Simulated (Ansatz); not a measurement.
Consider the formal exchange of groups at a Ge–F bond: `C[NH][GeH2][F]` + `CC(F)(F)Cl` → `C[NH][GeH2][CH3]` + `FC(F)(F)Cl`.

Gas-phase electronic energies from Ansatz, PBE0-D4/def2-TZVP geometries. CCSD(T)/CBS adds triple-zeta CCSD(T) − MP2 to the extrapolated MP2 energy (def2 sets, frozen cores). For Ge outer-core shells are correlated without core-valence functions, which leaves a few kJ/mol of doubt a bond. Scalar relativity is left out up to krypton. Each species was taken in one conformer, which may not be the lowest.

```
           species  SCS-MP2/def2-QZVPP energy (Eh)
  `C[NH][GeH2][F]`                     -2271.96208
      `CC(F)(F)Cl`                      -737.12248
`C[NH][GeH2][CH3]`                     -2211.99731
      `FC(F)(F)Cl`                      -797.03837
```

(1) Work out ΔE.

Largest T1 diagnostic among the species: 0.011.

Answers

(1) ΔE = (-2211.99731) + (-797.03837) − (-2271.96208) − (-737.12248) = 0.04888 Eh = +128.3 kJ/mol. CCSD(T)/CBS gives +122.0 kJ/mol.

Leaving LDA and LC-ωPBE aside and taking each functional with its dispersion term where it has one, the values, not all of them listed here, spread over 13.4 kJ/mol, from HSE06-D4 to B2PLYP. LDA lies −7.0 kJ/mol from PBE without D4. In def2-TZVPP, CCSD(T) changes the Hartree–Fock value by −10.3 kJ/mol (the triples alone add −1.2 kJ/mol) and MP2 by −5.4 kJ/mol. At CCSD(T), def2-SVP lies −9.8 kJ/mol from the extrapolated value and def2-TZVPP −6.5 kJ/mol.
